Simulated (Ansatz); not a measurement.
CH$_{5}$AlF$_{2}$OSi (`[CH3][AlH][O][SiH](F)F`) at its PBE0-D4/def2-TZVP geometry, where that method's forces vanish. The species carries charge 0 and has multiplicity 1.

```xyz
11

C    -1.1288   -0.7576    1.9059
Al   -1.0653   -0.3044    0.0232
O     0.4132    0.2457   -0.6146
Si    1.5926    0.8013   -1.5266
F     1.3439    2.3295   -1.8667
F     1.6329    0.0325   -2.9123
H    -0.9334   -1.8268    2.0462
H    -0.3787   -0.2144    2.4859
H    -2.1132   -0.5578    2.3379
H    -2.2713   -0.4217   -0.9901
H     2.9080    0.6737   -0.8887
```

**Question.** What forces (eV/Å) does B3LYP-D4/def2-TZVPP give on these atoms in Ansatz 0.2.0? (Estimate.)

**Answer.** The calculation gave: 
```
C1  -0.006 -0.020  0.082
Al2 -0.156 -0.020 -0.086
O3  -0.053 -0.037  0.060
Si4  0.252 -0.047  0.171
F5  -0.033  0.220 -0.045
F6   0.009 -0.112 -0.191
H7  -0.010  0.045  0.006
H8  -0.039 -0.030 -0.018
H9   0.048 -0.013 -0.006
H10  0.071  0.005  0.067
H11 -0.085  0.008 -0.042
```

B3LYP here is the variant with VWN-RPA as its local correlation; programs differ in this.
